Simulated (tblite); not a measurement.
C4H3IO.
SMILES: `Ic1ccco1`

Method: GFN2-xTB as coded in tblite; computed harmonic values from a numerical Hessian at the method's own geometry, unscaled. Errors from tens to a few hundred cm⁻¹ against measured bands are possible.

Harmonic wavenumbers (cm⁻¹): 183.8, 211.5, 317.7, 579.8, 597.2, 765.9, 819.6, 843.6, 855.7, 888.9, 1033.5, 1071.3, 1111.2, 1176.5, 1215.9, 1355.4, 1448.5, 1559.8, 3175.1, 3190.5, 3199.3.

A = 9350, B = 1007, C = 908.8 MHz; mass 193.923 u (most abundant isotopes); point group Cs, symmetry number 1.

Q: What is the zero-point energy?

A: ½Σν̃ = 12800 cm⁻¹ = 36.60 kcal/mol.

Q: Give the ideal-gas entropy at 298.15 K and 1 bar in the rigid-rotor, harmonic-oscillator model (classical rotation).

A: Translation 41.72, rotation 28.02, vibration 7.84: S = 77.6 cal/(mol K).

Q: And Cp and H(298.15 K) − H(0)?

A: Cp = 19.98 cal/(mol K), of which vibrations give 12.03 (their classical limit is 21 R = 41.7); H(298.15 K) − H(0) = 3.84 kcal/mol without the zero-point energy, 1.47 from vibrations.

Q: How do the functions run with temperature in this model?

A: 
```
T (K)  S (cal/(mol K))  Cp (cal/(mol K))  H − H(0) (kcal/mol)  G − H(0) (kcal/mol)  ln q(vib)
  100             62.1              10.6                 0.88                -5.34       0.13
  200             70.7              14.8                 2.14               -12.00       0.71
  300             77.7              20.1                 3.88               -19.43       1.48
  500             90.3              29.3                 8.87               -36.26       3.33
  800            105.9              37.0                18.94               -65.77       6.33
 1000            114.5              39.9                26.65               -87.83       8.26
```

q(vib) and H(0) count from the zero-point level.

Q: Which modes carry the vibrational entropy at 298.15 K?

A: 183.8 cm⁻¹: 2.29; 211.5 cm⁻¹: 2.03; 317.7 cm⁻¹: 1.32; 579.8 cm⁻¹: 0.49; 597.2 cm⁻¹: 0.45; 765.9 cm⁻¹: 0.24 cal/(mol K); the other 15 give 1.02 together.

Q: What must be added to the electronic energy to get the Gibbs energy at 298.15 K and 1 bar?

A: ZPE + [H(298.15 K) − H(0)] − T·S = 36.60 + 3.84 − 23.13 = 17.31 kcal/mol.

Hindered rotation and anharmonicity are outside this model.
